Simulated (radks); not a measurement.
Task: The mean radii <r> (bohr) of the occupied orbitals of an atom or ion are listed with their occupations. Calculated with a radial shooting solver on a logarithmic mesh with Libxc functionals: scalar-relativistic Kohn-Sham, BP86, spin-polarised, spherical densities, point nucleus.

| orbital | occ. | <r> |
|---|---|---|
| 1s down | 1 | 0.05212 |
| 1s up | 1 | 0.05212 |
| 2s up | 1 | 0.2352 |
| 2s down | 1 | 0.2351 |
| 2p up | 3 | 0.2065 |
| 2p down | 3 | 0.2064 |
| 3s up | 1 | 0.7097 |
| 3s down | 1 | 0.7103 |
| 3p up | 3 | 0.7446 |
| 3p down | 3 | 0.7457 |
| 3d up | 5 | 0.9165 |
| 3d down | 4 | 0.9259 |

Name the element and its charge. Open shells, if any, are filled with parallel spins first.

Result: Z = 29, copper, charge +2: Cu2+ in [Ar] 3d9. The 1s radius gives Z: for a bare nucleus <r> = (2 gamma + 1)/(2Z) with gamma = sqrt(1 - (Z/c)^2), 0.05094 bohr for Z = 29, and screening makes it slightly larger (0.05212 here). The occupations add up to 27, and the charge is Z minus that.
